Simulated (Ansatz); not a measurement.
`CC[SiH2]SC` + `O[SiH3]` → `CS[SiH2]O[SiH3]` + `CC`  (ligand exchange at the Si–C bond)

Calculated with Ansatz (gas phase, PBE0-D4/def2-TZVP geometries, no zero-point term in ΔE). CBS: MP2 limit from def2 TZ/QZ plus the TZ coupled-cluster correction, frozen cores. This one scheme is used for every species. Functionals use def2-TZVPP. B3LYP here is the variant with VWN-RPA as its local correlation; programs differ in this. One conformer a species, not always the lowest.

CCSD(T)/CBS gives -29.6 kcal/mol.

(1) Another level gave -29.2 kcal/mol. Which?
A. HF/def2-TZVPP
B. PBE0-D4/def2-TZVPP
C. B3LYP/def2-TZVPP
D. ωB97M-V/def2-TZVPP

Largest T1 diagnostic among the species: 0.011.

## Answers

(1) D. ωB97M-V -29.2, B3LYP -30.6, PBE0-D4 -27.8, HF/def2-TZVPP -34.5 kcal/mol.

From PBE to PBE0 (25 % exact exchange), in def2-TZVPP and without D4, ΔE moves by −1.1 kcal/mol. In def2-TZVPP, CCSD(T) changes the Hartree–Fock value by +5.0 kcal/mol (the triples alone add +0.6 kcal/mol) and MP2 by +5.0 kcal/mol.
